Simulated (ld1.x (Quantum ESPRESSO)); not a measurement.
Pseudopotential generation for chlorine (Cl): ultrasoft, PBE, non-relativistic.

ld1.x (Quantum ESPRESSO) 7.5 input, shortened:

```
&input
   title='Cl', zed=17., rel=0, dft='PBE', iswitch=3,
   config='[Ne] 3s2 3p4'
 /
 &inputp
   pseudotype=3, tm=.true., lloc=-2, rcloc=1.15,
   nlcc=.false.
 /
4
3S  1  0   2.00   0.00  1.25  1.50  0.0
3S  1  0   0.00   0.70  1.25  1.50  0.0
3P  2  1   4.00   0.00  1.15  1.45  0.0
3P  2  1   0.00  -1.10  1.15  1.45  0.0
 &test
   configts(1)='3s2 3p4'
 /
```

All-electron outer shells of the reference configuration (PBE, non-relativistic, ld1.x):

```csv
shell,level (eV),outermost node (bohr),outermost maximum (bohr)
3s,-31.92,0.56,1.27
3p,-19.44,0.53,1.39
```

**Question.** Estimate the cutoffs (Ry, on a coarse ladder) from which the occupation-weighted sum of valence levels, in a spherical-Bessel basis at the reference potential, stays within 10 and 1 mRy of its value at 400 Ry.

**Answer.** 25 Ry and 40 Ry.

**Question.** What does a ghost test show?

**Answer.** No extra level below or beside the all-electron valence levels (s, p, d, f tested).

**Question.** Is the overlap operator S = 1 + Σ q|β⟩⟨β| positive definite (Bessel basis up to 400 Ry)?

**Answer.** Yes: its lowest eigenvalue is 0.42 (s channel).

**Question.** Which valence shell sets the plane-wave cutoff?

**Answer.** 3p: its level needs 30 Ry to come within 1 mRy, against 10 Ry for 3s.

**Question.** Tests: 3s2 3p5; 3s2 3p3; 3s2 3p2; 3s2 3p4.5; 3s1 3p5; 3s2 3p5.3; 3s1 3p6. Which has the largest error in its energy relative to the reference configuration, and how large is it?

**Answer.** 3s2 3p2, with +26 meV (all-electron minus pseudo) on +63.77 eV.
